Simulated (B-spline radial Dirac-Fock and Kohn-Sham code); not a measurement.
## Ionisation of each subshell: Ho⁺

System: Ho⁺, configuration 1s2 2s2 2p6 3s2 3p6 3d10 4s2 4p6 4d10 4f11 5s2 5p6 6p1 (an excited configuration); nuclear rms radius 5.2022 fm (A = 165).

Level of theory: Dirac-Fock energy differences between relaxed states, corrected for Breit and QED terms; an atomic code on a B-spline grid. Correlation energy is missing from these numbers. Energies are counted from the vacuum level.

All terms are in eV, carry their sign (relaxation lowers the binding energy) and add up to the binding energy; ⟨r⟩ is the mean radius of the orbital in the initial state.

| subshell | −ε (Koopmans) | relaxation | Breit | QED | binding energy | ⟨r⟩ (bohr) |
| --- | --- | --- | --- | --- | --- | --- |
| 1s | 55958.9 | -82.88 | -165.11 | -85.78 | 55625.1 | 0.021 |
| 2s | 9489.4 | -49.29 | -17.64 | -11.94 | 9410.6 | 0.087 |
| 2p1/2 | 9010.3 | -53.39 | -29.27 | 0.32 | 8928.0 | 0.073 |
| 2p3/2 | 8151.2 | -51.05 | -18.37 | -0.96 | 8080.8 | 0.080 |
| 3s | 2178.7 | -28.05 | -3.06 | -2.69 | 2144.9 | 0.229 |
| 3p1/2 | 1969.3 | -28.85 | -5.27 | 0.01 | 1935.2 | 0.219 |
| 3p3/2 | 1786.5 | -27.69 | -3.04 | -0.24 | 1755.5 | 0.232 |
| 3d3/2 | 1432.5 | -29.93 | -2.17 | 0.21 | 1400.6 | 0.205 |
| 3d5/2 | 1393.0 | -29.50 | -1.32 | 0.10 | 1362.3 | 0.209 |
| 4s | 462.1 | -12.14 | -0.61 | -0.63 | 448.8 | 0.519 |
| 4p1/2 | 377.5 | -11.80 | -1.05 | 0.01 | 364.6 | 0.530 |
| 4p3/2 | 336.2 | -10.91 | -0.54 | -0.05 | 324.7 | 0.559 |
| 4d3/2 | 196.0 | -10.17 | -0.27 | 0.05 | 185.6 | 0.592 |
| 4d5/2 | 188.3 | -9.85 | -0.10 | 0.02 | 178.4 | 0.603 |
| 4f | 20.96 | -6.98 | 0.10 | 0.02 | 14.11 | 0.818 |
| 5s | 69.11 | -2.13 | -0.08 | -0.09 | 66.80 | 1.304 |
| 5p1/2 | 43.70 | -1.83 | -0.11 | 0.00 | 41.77 | 1.460 |
| 5p3/2 | 38.37 | -1.59 | -0.04 | 0.00 | 36.74 | 1.561 |
| 6p | 7.80 | 0.00 | 0.00 | 0.00 | 7.79 | 5.065 |

For the deepest level, K (1s), the Breit terms make up -0.297 % of the binding energy, QED -0.154 % and orbital relaxation -0.149 %.

Spin-orbit splittings: 2p 847.1 eV, 3p 179.7 eV, 3d 38.31 eV, 4p 39.97 eV, 4d 7.20 eV, 5p 5.03 eV.

Values without a named source are computed, but for edge energies of neutral atoms, which are taken from tables.
